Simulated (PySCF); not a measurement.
PySCF input (M06-2X/def2-TZVPD):

```python
from pyscf import gto, scf, dft

mol = gto.M(
    atom='''
    Si   -0.29252783   -0.29311256    0.17118147
    O    -0.70945732    1.24725980   -0.23044060
    O     1.23274060   -0.71817987   -0.27687153
    H    -1.18964099   -1.16135307   -0.60194466
    H    -0.42947605   -0.46313278    1.63968366
    H    -0.44507796    1.97137941    0.34101629
    H     1.97331831   -0.47595715    0.28320117
    ''',
    basis='def2-tzvpd',
    charge=0,
    spin=0,
    verbose=4,
)

mf = dft.RKS(mol, xc='m062x').density_fit(auxbasis='def2-universal-jkfit')
mf.grids.level = 4
mf.conv_tol = 1e-9
mf.max_cycle = 100
mf.max_memory = 1500
mf.kernel()
if not mf.converged:
    mf = mf.newton()
    mf.kernel(mf.make_rdm1())
mf.analyze()
```

End of the output:

```
Extra cycle  E= -442.440398530795  delta_E= -2.27e-12  |g|= 1.42e-06  |ddm|= 5.76e-06
converged SCF energy = -442.440398530795
**** SCF Summaries ****
Total Energy =                        -442.440398530795221
Nuclear Repulsion Energy =             120.075321311455085
One-electron Energy =                 -850.115374301332395
Two-electron Energy =                  287.599654459082160
Two-electron Coulomb Energy =          327.239745177737689
DFT Exchange-Correlation Energy =      -39.640090718655514
HOMO-LUMO gap [eV] =                    10.239635960844796
**** MO energy ****
MO #1   energy= -67.0367725104097  occ= 2
MO #2   energy= -19.6306499440552  occ= 2
MO #3   energy= -19.6306441234075  occ= 2
MO #4   energy= -5.5711807585099   occ= 2
MO #5   energy= -3.88274333895619  occ= 2
MO #6   energy= -3.88245052242279  occ= 2
MO #7   energy= -3.88157842547539  occ= 2
MO #8   energy= -1.13881793864106  occ= 2
MO #9   energy= -1.12092400599749  occ= 2
MO #10  energy= -0.663958227635689 occ= 2
MO #11  energy= -0.599068351568654 occ= 2
MO #12  energy= -0.528257021091392 occ= 2
MO #13  energy= -0.477428291260984 occ= 2
MO #14  energy= -0.451590803301902 occ= 2
MO #15  energy= -0.422745957777628 occ= 2
MO #16  energy= -0.40744367059975  occ= 2
MO #17  energy= -0.379877368508572 occ= 2
MO #18  energy= -0.00357768449693085 occ= 0
MO #19  energy= 0.0226602602706538 occ= 0
MO #20  energy= 0.0367454151231651 occ= 0
MO #21  energy= 0.058429338657936  occ= 0
MO #22  energy= 0.0640403290907287 occ= 0
MO #23  energy= 0.0678022375534064 occ= 0
MO #24  energy= 0.0820577897565909 occ= 0
MO #25  energy= 0.0869735495228872 occ= 0
MO #26  energy= 0.0956471129434559 occ= 0
MO #27  energy= 0.122019673072426  occ= 0
MO #28  energy= 0.133836751864713  occ= 0
MO #29  energy= 0.138943596858051  occ= 0
MO #30  energy= 0.157401896712983  occ= 0
MO #31  energy= 0.157841181221287  occ= 0
MO #32  energy= 0.166157598708996  occ= 0
MO #33  energy= 0.177908658794421  occ= 0
MO #34  energy= 0.201160049081286  occ= 0
MO #35  energy= 0.201660374237231  occ= 0
MO #36  energy= 0.214967356598349  occ= 0
MO #37  energy= 0.246479885188101  occ= 0
MO #38  energy= 0.252904802238559  occ= 0
MO #39  energy= 0.257881037239707  occ= 0
MO #40  energy= 0.268106374926522  occ= 0
MO #41  energy= 0.28425700978882   occ= 0
MO #42  energy= 0.293798597016212  occ= 0
MO #43  energy= 0.309021212415415  occ= 0
MO #44  energy= 0.316653764748139  occ= 0
MO #45  energy= 0.325520448551069  occ= 0
MO #46  energy= 0.339522735209776  occ= 0
MO #47  energy= 0.341199158011409  occ= 0
MO #48  energy= 0.352294871006469  occ= 0
MO #49  energy= 0.354046326257209  occ= 0
MO #50  energy= 0.390129126153093  occ= 0
MO #51  energy= 0.411604224491114  occ= 0
MO #52  energy= 0.413174274473758  occ= 0
MO #53  energy= 0.425878657191711  occ= 0
MO #54  energy= 0.470725291447447  occ= 0
MO #55  energy= 0.486666081783462  occ= 0
MO #56  energy= 0.502485688915118  occ= 0
MO #57  energy= 0.507528999908897  occ= 0
MO #58  energy= 0.517843289524405  occ= 0
MO #59  energy= 0.530341622469553  occ= 0
MO #60  energy= 0.535193345279594  occ= 0
MO #61  energy= 0.570669355078386  occ= 0
MO #62  energy= 0.61525617534373   occ= 0
MO #63  energy= 0.618544947825936  occ= 0
MO #64  energy= 0.637624822855336  occ= 0
MO #65  energy= 0.648483649438289  occ= 0
MO #66  energy= 0.660828907668462  occ= 0
MO #67  energy= 0.687693645867901  occ= 0
MO #68  energy= 0.717272819460818  occ= 0
MO #69  energy= 0.727732514287318  occ= 0
MO #70  energy= 0.794459223980891  occ= 0
MO #71  energy= 0.804443106241631  occ= 0
MO #72  energy= 0.841119890233594  occ= 0
MO #73  energy= 0.841151802526703  occ= 0
MO #74  energy= 0.848747090121637  occ= 0
MO #75  energy= 0.89166182239989   occ= 0
MO #76  energy= 0.9075861391947    occ= 0
MO #77  energy= 0.994906567928727  occ= 0
MO #78  energy= 1.00237725967539   occ= 0
MO #79  energy= 1.05159793140877   occ= 0
MO #80  energy= 1.07791072104991   occ= 0
MO #81  energy= 1.12542953347037   occ= 0
MO #82  energy= 1.18099392722377   occ= 0
MO #83  energy= 1.18216386006036   occ= 0
MO #84  energy= 1.21976863864433   occ= 0
MO #85  energy= 1.23026670602353   occ= 0
MO #86  energy= 1.24307638158868   occ= 0
MO #87  energy= 1.26221320926974   occ= 0
MO #88  energy= 1.36838620245013   occ= 0
MO #89  energy= 1.37826940039563   occ= 0
MO #90  energy= 1.42101564296503   occ= 0
MO #91  energy= 1.4305815945796    occ= 0
MO #92  energy= 1.52430017019774   occ= 0
MO #93  energy= 1.59272429282232   occ= 0
MO #94  energy= 1.63442705764337   occ= 0
MO #95  energy= 1.63845567809731   occ= 0
MO #96  energy= 1.68667196232693   occ= 0
MO #97  energy= 1.73567094843345   occ= 0
MO #98  energy= 1.77390122858557   occ= 0
MO #99  energy= 1.84921552409511   occ= 0
MO #100 energy= 1.87748378010527   occ= 0
MO #101 energy= 1.91716706359441   occ= 0
MO #102 energy= 1.96297160341338   occ= 0
MO #103 energy= 1.98235289849957   occ= 0
MO #104 energy= 2.05560896083202   occ= 0
MO #105 energy= 2.0743682364865    occ= 0
MO #106 energy= 2.12055123487464   occ= 0
MO #107 energy= 2.13919071129866   occ= 0
[...]
```
